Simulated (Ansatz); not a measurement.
Relaxation of the cluster Cu₁₂S with RKS r2SCAN-D4/def2-SVP.

```sh
$ ansatz run in.yaml --threads 2 --pin off --events-out ev --progress --plain --max-ram 32768MiB --backend cuda --devices 0, --max-vram 18GiB
```

```yaml
crystal:
  periodic: [false, false, false]
  atoms:
    - {symbol: S, position_ang: [-2.103520, -1.048800, 1.395720]}
    - {symbol: Cu, position_ang: [2.943490, -1.002020, 0.212970]}
    - {symbol: Cu, position_ang: [-1.605700, 3.265970, 0.164920]}
    - {symbol: Cu, position_ang: [-0.241600, 2.154150, 1.939330]}
    - {symbol: Cu, position_ang: [-0.426850, -0.071950, 2.581580]}
    - {symbol: Cu, position_ang: [-0.464530, 1.800040, -1.398870]}
    - {symbol: Cu, position_ang: [-0.120490, -2.310150, -2.282500]}
    - {symbol: Cu, position_ang: [0.230710, -0.009140, -2.846990]}
    - {symbol: Cu, position_ang: [1.450330, -2.711870, -0.492910]}
    - {symbol: Cu, position_ang: [1.776620, 0.638620, -1.098990]}
    - {symbol: Cu, position_ang: [-2.151950, 1.008020, 0.386120]}
    - {symbol: Cu, position_ang: [-0.929300, -2.371360, -0.048610]}
    - {symbol: Cu, position_ang: [1.642790, 0.658490, 1.488240]}
basis:
  gaussian: {orbitals: def2-SVP}
hamiltonian: {xc: r2scan, dispersion: d4}
scf: {lower_state_search: "off"}
output: {orbitals: {seedname: orbitals}}
relax: {f_tol: 0.03, max_steps: 70}
```

It took 1.7 min on 2 threads of AMD EPYC 7R13 on a shared host and a share (18 GiB) of an NVIDIA H100 80GB HBM3, peak host memory 1.2 GiB.

Positions (Å) and forces (eV/Å) at steps 1, 2, 3, 4, 5, 6, 7, 8, 9, 10, 11, 12, 13, 14, 15, 16 of 16:

```xyz
13
step=1 energy=-546452.1379 eV
S    -2.104   -1.049    1.396    0.348    0.008   -0.259
Cu    2.943   -1.002    0.213   -0.527    0.331    0.006
Cu   -1.606    3.266    0.165    0.304   -0.462   -0.019
Cu   -0.242    2.154    1.939   -0.018   -0.399   -1.056
Cu   -0.427   -0.072    2.582   -0.220    0.001   -1.184
Cu   -0.465    1.800   -1.399    0.132   -0.546    0.931
Cu   -0.120   -2.310   -2.283    0.266    0.142    0.546
Cu    0.231   -0.009   -2.847    0.105    0.128    0.800
Cu    1.450   -2.712   -0.493   -0.522    0.886   -0.279
Cu    1.777    0.639   -1.099   -0.894   -0.668    0.483
Cu   -2.152    1.008    0.386    1.299   -0.406    0.415
Cu   -0.929   -2.371   -0.049    0.318    1.122    0.153
Cu    1.643    0.658    1.488   -0.591   -0.136   -0.535
13
step=2 energy=-546453.5413 eV
S    -2.179   -1.086    1.406    0.095   -0.113   -0.136
Cu    2.972   -0.975    0.265   -0.118    0.144    0.068
Cu   -1.606    3.231    0.152    0.052   -0.178   -0.067
Cu   -0.208    2.121    1.761    0.005   -0.182   -0.838
Cu   -0.447   -0.090    2.400   -0.157   -0.142   -0.815
Cu   -0.427    1.715   -1.245    0.190   -0.267    0.721
Cu   -0.123   -2.278   -2.264    0.113   -0.071    0.295
Cu    0.193   -0.009   -2.762    0.005    0.110    0.513
Cu    1.430   -2.542   -0.510   -0.271    0.804   -0.208
Cu    1.683    0.516   -1.019   -0.592   -0.673    0.298
Cu   -2.011    0.945    0.444    0.832   -0.352    0.338
Cu   -0.886   -2.180   -0.046    0.181    1.032    0.115
Cu    1.611    0.633    1.417   -0.334   -0.111   -0.285
13
step=3 energy=-546454.4153 eV
S    -2.229   -1.116    1.416   -0.155   -0.201   -0.012
Cu    3.011   -0.961    0.303    0.218    0.053    0.165
Cu   -1.632    3.215    0.135   -0.144   -0.078   -0.093
Cu   -0.192    2.099    1.625    0.184    0.019   -0.490
Cu   -0.461   -0.120    2.278    0.001   -0.196   -0.423
Cu   -0.377    1.684   -1.126    0.273   -0.063    0.451
Cu   -0.128   -2.292   -2.253   -0.034   -0.123    0.082
Cu    0.158   -0.010   -2.694   -0.188    0.009    0.297
Cu    1.416   -2.388   -0.536   -0.019    0.709   -0.124
Cu    1.609    0.381   -0.967   -0.313   -0.706    0.173
Cu   -1.912    0.891    0.488    0.180   -0.284    0.084
Cu   -0.848   -1.988   -0.049    0.081    0.962   -0.035
Cu    1.586    0.607    1.382   -0.085   -0.100   -0.075
13
step=4 energy=-546455.0111 eV
S    -2.273   -1.141    1.429   -0.144   -0.165    0.011
Cu    3.084   -0.954    0.346    0.312    0.033    0.169
Cu   -1.673    3.196    0.119   -0.165   -0.114   -0.065
Cu   -0.164    2.092    1.539    0.142   -0.007   -0.309
Cu   -0.462   -0.154    2.206    0.068   -0.124   -0.249
Cu   -0.321    1.677   -1.044    0.293   -0.034    0.327
Cu   -0.142   -2.319   -2.253   -0.042   -0.137    0.073
Cu    0.099   -0.021   -2.645   -0.281   -0.033    0.268
Cu    1.422   -2.250   -0.557    0.031    0.509   -0.076
Cu    1.563    0.240   -0.934   -0.221   -0.576    0.125
Cu   -1.897    0.849    0.494   -0.075   -0.129   -0.039
Cu   -0.827   -1.796   -0.075    0.058    0.875   -0.204
Cu    1.591    0.582    1.376    0.024   -0.097   -0.032
13
step=5 energy=-546455.4023 eV
S    -2.293   -1.160    1.428   -0.045   -0.110   -0.052
Cu    3.151   -0.950    0.376    0.217    0.018    0.081
Cu   -1.708    3.172    0.109   -0.136   -0.093   -0.048
Cu   -0.146    2.082    1.485    0.071   -0.027   -0.141
Cu   -0.455   -0.175    2.157    0.035   -0.075   -0.184
Cu   -0.266    1.674   -0.979    0.222   -0.055    0.238
Cu   -0.145   -2.353   -2.245   -0.002   -0.138    0.055
Cu    0.026   -0.038   -2.587   -0.329   -0.086    0.287
Cu    1.433   -2.170   -0.563    0.046   -0.004    0.060
Cu    1.530    0.138   -0.909   -0.093   -0.109    0.049
Cu   -1.918    0.829    0.486   -0.116   -0.039   -0.040
Cu   -0.814   -1.610   -0.131    0.058    0.788   -0.279
Cu    1.605    0.562    1.372    0.073   -0.071   -0.026
13
step=6 energy=-546455.7158 eV
S    -2.302   -1.173    1.371    0.016   -0.091   -0.111
Cu    3.195   -0.937    0.377    0.159   -0.009    0.045
Cu   -1.706    3.181    0.116   -0.108   -0.070   -0.042
Cu   -0.152    2.078    1.500    0.057    0.006    0.009
Cu   -0.456   -0.199    2.100    0.033   -0.075   -0.107
Cu   -0.228    1.658   -0.902    0.219   -0.128    0.173
Cu   -0.119   -2.448   -2.234    0.018   -0.149    0.054
Cu   -0.086   -0.112   -2.470   -0.325   -0.136    0.357
Cu    1.440   -2.136   -0.541    0.011   -0.192    0.112
Cu    1.559    0.115   -0.928    0.019    0.166   -0.096
Cu   -1.952    0.852    0.498   -0.194    0.017   -0.043
Cu   -0.798   -1.436   -0.229    0.046    0.697   -0.311
Cu    1.605    0.556    1.342    0.048   -0.036   -0.040
13
step=7 energy=-546456.0053 eV
S    -2.326   -1.186    1.316    0.076   -0.042   -0.182
Cu    3.255   -0.908    0.352    0.087    0.002    0.004
Cu   -1.679    3.184    0.116   -0.062   -0.070   -0.051
Cu   -0.173    2.068    1.553    0.040    0.013    0.119
Cu   -0.476   -0.230    2.062    0.006   -0.047   -0.054
Cu   -0.184    1.589   -0.798    0.194   -0.233    0.173
Cu   -0.071   -2.505   -2.190    0.063   -0.037    0.133
Cu   -0.171   -0.160   -2.411   -0.188    0.008    0.190
Cu    1.435   -2.100   -0.455   -0.065   -0.221    0.199
Cu    1.629    0.090   -1.023    0.055    0.207   -0.291
Cu   -2.012    0.885    0.537   -0.224    0.053   -0.012
Cu   -0.789   -1.252   -0.307    0.037    0.420   -0.106
Cu    1.564    0.527    1.248   -0.019   -0.052   -0.124
13
step=8 energy=-546456.2573 eV
S    -2.341   -1.201    1.252    0.079    0.024   -0.180
Cu    3.301   -0.884    0.318   -0.036    0.037   -0.092
Cu   -1.657    3.157    0.095    0.068   -0.062   -0.033
Cu   -0.196    2.060    1.628   -0.028   -0.011    0.097
Cu   -0.499   -0.254    2.031   -0.032    0.004   -0.031
Cu   -0.122    1.475   -0.661    0.024   -0.072    0.138
Cu   -0.011   -2.505   -2.114    0.112    0.137    0.134
Cu   -0.251   -0.154   -2.389    0.033    0.225   -0.388
Cu    1.414   -2.089   -0.317   -0.021    0.160    0.210
Cu    1.710    0.056   -1.178   -0.039   -0.245   -0.169
Cu   -2.096    0.918    0.576   -0.110    0.012    0.045
Cu   -0.758   -1.065   -0.352   -0.025   -0.098    0.418
Cu    1.504    0.486    1.109   -0.026   -0.111   -0.149
13
step=9 energy=-546456.4619 eV
S    -2.364   -1.208    1.213    0.012    0.047   -0.126
Cu    3.345   -0.844    0.249   -0.044    0.072   -0.135
Cu   -1.609    3.135    0.080    0.074   -0.018   -0.001
Cu   -0.208    2.034    1.679    0.005   -0.020    0.019
Cu   -0.528   -0.272    2.019   -0.008   -0.019    0.034
Cu   -0.093    1.400   -0.584   -0.118    0.173   -0.202
Cu    0.101   -2.421   -2.038    0.211    0.291    0.082
Cu   -0.314   -0.091   -2.460    0.018    0.183   -0.073
Cu    1.398   -2.058   -0.128    0.000    0.086    0.284
Cu    1.701   -0.057   -1.296   -0.276   -0.338   -0.109
Cu   -2.152    0.938    0.605    0.000   -0.007    0.032
Cu   -0.734   -0.973   -0.340   -0.005   -0.288    0.098
Cu    1.457    0.415    1.001    0.132   -0.162    0.099
13
step=10 energy=-546456.6867 eV
S    -2.380   -1.208    1.182   -0.025    0.037   -0.079
Cu    3.363   -0.811    0.171   -0.125    0.045   -0.173
Cu   -1.578    3.136    0.081    0.041    0.015    0.027
Cu   -0.196    2.010    1.684    0.030   -0.065   -0.042
Cu   -0.542   -0.291    2.013    0.027   -0.037    0.013
Cu   -0.094    1.401   -0.595   -0.031    0.128   -0.126
Cu    0.253   -2.303   -2.002    0.259    0.167   -0.007
Cu   -0.387   -0.023   -2.490   -0.103    0.132   -0.038
Cu    1.385   -2.063    0.057    0.003    0.092    0.225
Cu    1.609   -0.189   -1.343   -0.151   -0.293    0.100
Cu   -2.161    0.947    0.608    0.077   -0.017   -0.008
Cu   -0.727   -0.966   -0.342   -0.067   -0.187    0.042
Cu    1.454    0.359    0.974    0.065   -0.017    0.066
13
step=11 energy=-546456.8056 eV
S    -2.398   -1.212    1.164    0.036    0.063   -0.040
Cu    3.347   -0.828    0.106   -0.090    0.019   -0.136
Cu   -1.554    3.137    0.112    0.013    0.028    0.039
Cu   -0.183    1.976    1.692    0.013   -0.024   -0.027
Cu   -0.493   -0.350    1.940    0.043   -0.056   -0.039
Cu   -0.105    1.394   -0.603    0.002    0.066   -0.098
Cu    0.363   -2.279   -1.969    0.175    0.096    0.012
Cu   -0.406   -0.012   -2.520   -0.053    0.067   -0.037
Cu    1.300   -1.984    0.219   -0.031    0.083    0.156
Cu    1.563   -0.229   -1.339   -0.044   -0.134    0.135
Cu   -2.152    0.947    0.626    0.029   -0.021    0.001
Cu   -0.789   -0.978   -0.398   -0.160   -0.176   -0.014
Cu    1.507    0.416    0.968    0.067   -0.010    0.047
13
step=12 energy=-546456.8965 eV
S    -2.415   -1.207    1.163    0.076    0.063   -0.012
Cu    3.329   -0.854    0.030   -0.063   -0.071   -0.023
Cu   -1.541    3.145    0.148    0.032   -0.023    0.032
Cu   -0.168    1.951    1.690    0.008   -0.050   -0.021
Cu   -0.431   -0.409    1.853   -0.054    0.029   -0.084
Cu   -0.116    1.384   -0.618   -0.030   -0.013    0.033
Cu    0.476   -2.255   -1.933    0.017   -0.046    0.058
Cu   -0.410   -0.008   -2.549    0.050   -0.014    0.028
Cu    1.207   -1.897    0.368   -0.011    0.092   -0.028
Cu    1.529   -0.243   -1.303   -0.053    0.112    0.037
Cu   -2.144    0.948    0.643    0.028   -0.029    0.008
Cu   -0.891   -1.024   -0.472   -0.072   -0.121   -0.053
Cu    1.574    0.469    0.979    0.071    0.069    0.025
13
step=13 energy=-546456.9270 eV
S    -2.425   -1.201    1.170    0.097    0.032   -0.088
Cu    3.298   -0.959   -0.023   -0.086   -0.012   -0.009
Cu   -1.507    3.134    0.172   -0.021    0.024    0.010
Cu   -0.140    1.958    1.711    0.035    0.018    0.003
Cu   -0.393   -0.388    1.704   -0.159    0.141    0.110
Cu   -0.180    1.294   -0.561    0.047   -0.002   -0.005
Cu    0.595   -2.249   -1.889   -0.015    0.039    0.051
Cu   -0.379   -0.042   -2.559    0.032   -0.015    0.010
Cu    1.115   -1.773    0.418    0.190   -0.116   -0.147
Cu    1.529   -0.164   -1.276    0.063    0.013   -0.004
Cu   -2.179    0.966    0.700   -0.081   -0.047    0.026
Cu   -1.021   -1.137   -0.573   -0.038   -0.009    0.102
Cu    1.688    0.561    1.007   -0.063   -0.065   -0.059
13
step=14 energy=-546456.9290 eV
S    -2.409   -1.201    1.144   -0.072    0.008    0.055
Cu    3.292   -0.973   -0.028    0.106   -0.018    0.016
Cu   -1.530    3.138    0.180    0.028   -0.059   -0.008
Cu   -0.112    1.993    1.701   -0.066   -0.015   -0.039
Cu   -0.426   -0.330    1.732    0.036   -0.093   -0.093
Cu   -0.190    1.277   -0.549   -0.101    0.031    0.091
Cu    0.601   -2.241   -1.900    0.023   -0.048   -0.044
Cu   -0.362   -0.049   -2.550   -0.034    0.019   -0.040
Cu    1.144   -1.812    0.385   -0.061    0.014    0.090
Cu    1.551   -0.159   -1.285   -0.026    0.041   -0.039
Cu   -2.242    0.985    0.730    0.237   -0.001   -0.063
Cu   -0.987   -1.148   -0.556   -0.044    0.061    0.039
Cu    1.668    0.521    0.994   -0.025    0.060    0.035
13
step=15 energy=-546456.9407 eV
S    -2.423   -1.200    1.162    0.005    0.015   -0.016
Cu    3.297   -0.965   -0.026   -0.025    0.017   -0.007
Cu   -1.514    3.141    0.164   -0.016   -0.016    0.016
Cu   -0.140    1.973    1.706    0.019   -0.019    0.001
Cu   -0.413   -0.374    1.730   -0.002    0.028    0.024
Cu   -0.181    1.298   -0.559    0.030   -0.004   -0.018
Cu    0.596   -2.238   -1.894   -0.006    0.000    0.007
Cu   -0.381   -0.044   -2.553    0.018   -0.005    0.023
Cu    1.142   -1.806    0.400    0.014    0.027   -0.035
Cu    1.540   -0.155   -1.285    0.009   -0.022    0.023
Cu   -2.185    0.970    0.706   -0.051   -0.001   -0.009
Cu   -0.998   -1.134   -0.549   -0.011   -0.001    0.007
Cu    1.660    0.536    0.998    0.015   -0.020   -0.016
13
step=16 energy=-546456.9417 eV
S    -2.426   -1.198    1.162   -0.002    0.007   -0.003
Cu    3.300   -0.959   -0.027    0.008   -0.003    0.005
Cu   -1.519    3.135    0.172    0.000    0.021   -0.003
Cu   -0.135    1.968    1.705    0.002    0.010    0.006
Cu   -0.416   -0.369    1.732    0.005   -0.005    0.004
Cu   -0.175    1.298   -0.560    0.003   -0.002   -0.001
Cu    0.589   -2.242   -1.892   -0.005    0.002    0.003
Cu   -0.376   -0.045   -2.549   -0.006    0.001   -0.007
Cu    1.143   -1.800    0.395    0.002   -0.008    0.002
Cu    1.544   -0.160   -1.286    0.004    0.007   -0.011
Cu   -2.193    0.969    0.698   -0.007   -0.022    0.002
Cu   -1.000   -1.131   -0.547   -0.001   -0.010   -0.001
Cu    1.664    0.533    0.996   -0.002    0.001    0.004
```

The restricted singlet is unstable towards broken spin symmetry in Hartree–Fock (as tested in another run); at r2SCAN-D4/def2-SVP this wasn't settled. Another isomer (singlet) lies 0.34 eV lower at PBE0-D4/def2-TZVP; other spin states weren't run for this one.
